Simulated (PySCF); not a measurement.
A GIAO shielding run with PySCF 2.14 (density fitting, non-relativistic, gas phase) on SMILES FC(F)(F)C1C[SiH2][SiH2]C1, C$_{4}$H$_{9}$F$_{3}$Si$_{2}$:

```
$ OMP_NUM_THREADS=1 python probes_run.py task.json out

{"job": {"kind": "nmr", "xc": "PBE0", "basis": "pcSseg-1"}, "charge": 0, "multiplicity": 1}
F      2.524644    -0.459432     1.221269
C      1.669828     0.418720     0.691501
F      0.817907     0.778609     1.670744
F      2.369543     1.508190     0.364930
C      0.936359    -0.159886    -0.500857
C      0.014698     0.890628    -1.143641
Si    -1.601371     1.117663    -0.138573
Si    -1.471529    -1.028692     0.788060
C      0.172853    -1.437349    -0.110298
H      1.742370    -0.418274    -1.209243
H     -0.287221     0.516134    -2.135708
H      0.552326     1.835161    -1.316421
H     -1.530535     2.241099     0.841197
H     -2.752625     1.361057    -1.061197
H     -2.540902    -1.981478     0.357507
H     -1.358231    -1.081725     2.275258
H      0.816989    -2.123535     0.460087
H     -0.102848    -1.966203    -1.037439
```

Hardware: 1 thread of an Arm Neoverse V2, shared host. The job also computes population analyses, field gradients, ring-centre shieldings.

(1) How large is the calculation?

(2) How long does it take, and how much memory does it need?

(3) And these other runs on the same molecule and hardware: GIAO shielding at B97-2/pcSseg-1?

Answers

(1) 88 electrons, 212 basis functions and 1147 auxiliary functions.

(2) 40 s of wall time, with 13 SCF cycles and 4 response iterations; peak memory 0.99 GiB. Times on a shared host scatter by some tens of per cent.

(3) B97-2/pcSseg-1: 212 functions, 44 s.
